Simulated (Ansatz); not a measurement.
Ansatz (an electronic-structure program) input (PBE0/def2-TZVP):

Ansatz 0.2 input:
```yaml
crystal:
  periodic: [false, false, false]
  atoms:
    - {symbol: C, position_ang: [-1.16288243, -0.16046339, -0.48978034]}
    - {symbol: C, position_ang: [0.27859612, -0.13997124, -0.19633889]}
    - {symbol: Cl, position_ang: [0.91530387, 1.56612668, -0.20792703]}
    - {symbol: Cl, position_ang: [1.11900840, -1.07001425, -1.47020717]}
    - {symbol: Cl, position_ang: [0.64798269, -0.85273675, 1.40864495]}
    - {symbol: Cl, position_ang: [-2.28122760, 0.48689446, 0.59856049]}
    - {symbol: H, position_ang: [-1.51242710, -0.41198434, -1.47749531]}
basis:
  gaussian:
    orbitals: def2-TZVP
hamiltonian:
  xc: {name: PBE0}
magnetization: {spin_polarized: true, initial_magnetization: 1}
```

End of the output:

```
integrals: 0.20 GiB planned
1476 factors; their error is unknown
mean field: 2.32 GiB planned
mean field evaluation 1: about -52159.6091 eV, gradient 2.3e1 eV
mean field evaluation 2: about -52156.7748 eV, gradient 3.3e1 eV
mean field evaluation 4: about -52162.2329 eV, gradient 2.9e0 eV
mean field evaluation 8: about -52162.2776 eV, gradient 1.1e-1 eV
mean field evaluation 16: about -52162.4234 eV, gradient 4.0e-4 eV
mean field -52162.42335596 eV, -1916.9337013710 hartree, gradient 1.6e-5 eV, S^2 0.756137; 0 other end points of the search recorded, 0 dependent functions left out
reference -52162.42338400 eV, -1916.9337024014 hartree; 41, 40 occupied and 175, 176 virtual orbitals, 1476 factors
Total energy: -52162.42338400 eV, -1916.9337024014 hartree
```

It need not be the lowest isomer of its formula.
